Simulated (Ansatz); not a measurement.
Geometry optimisation, RKS PBE/def2-SVP in Ansatz 0.2.0.

Input file:

```yaml
crystal:
  periodic: [false, false, false]
  atoms:
    - { symbol: Sn, position_ang: [0.0, 0.0, 0.0] }
    - { symbol: Cl, position_ang: [0.0, 0.0, 2.76] }
    - { symbol: Cl, position_ang: [2.2726, 0.0, -0.8025] }
    - { symbol: Cl, position_ang: [-1.1351, 1.9666, -0.8025] }
    - { symbol: Cl, position_ang: [-1.1351, -1.9666, -0.8025] }
    - { symbol: O, position_ang: [-2.1447, 0.0, 0.7126] }
    - { symbol: H, position_ang: [-2.6898, -0.6297, 0.1413] }
    - { symbol: H, position_ang: [-1.5115, 0.0, 1.9362] }
basis:
  gaussian: { orbitals: def2-SVP }
hamiltonian:
  xc: pbe
relax:
  f_tol: 0.15
  max_steps: 25
  restrain:
    - { distance: [0, 5], at: 3.16, k: 30.0 }
    - { distance: [7, 1], at: 2.57, k: 30.0 }
    - { distance: [0, 1], at: 2.41, k: 30.0 }
    - { distance: [7, 5], at: 1.01, k: 30.0 }
output:
  orbitals: {}
```

Run as:

```bash
$ ansatz run input.yaml --threads 4 --pin off --max-ram 5120MiB --backend cpu --events-out ev --progress --plain --runs-dir out
```

Question: Where does it end, and by what steps?

Answer: The forces met the threshold. The restraints hold the end off the free minimum. After 9 steps the energy has fallen by 2.337 eV (the restraints' own energy left out); H8 moved furthest, 0.78 Å. Parted: Sn1–O6 (2.26 → 3.15 Å). Joined: O6–H8 (1.38 → 0.99 Å).

```csv
step,energy less start (eV),largest force component (eV/Å),accepted
0,0.0000,2.553,yes
1,-0.3532,3.505,yes
2,-0.8624,4.364,yes
3,-1.4244,3.327,yes
4,-2.1215,1.595,yes
5,-2.2763,0.899,yes
6,-2.3242,0.617,yes
7,-2.3060,0.909,no
8,-2.3315,0.551,yes
9,-2.3369,0.547,yes
```

```xyz
8
Properties=species:S:1:pos:R:3
Sn 0.211 0.104 -0.100
Cl 0.262 0.031 2.296
Cl 2.464 -0.044 -0.750
Cl -0.603 2.111 -0.978
Cl -0.818 -1.833 -0.968
O -2.725 0.024 1.039
H -2.860 -0.883 0.695
H -2.274 -0.139 1.908
```

The run took 9.2 s on 4 threads of Intel(R) Xeon(R) 6975P-C (Granite Rapids) (shared host), peak memory 0.21 GiB.
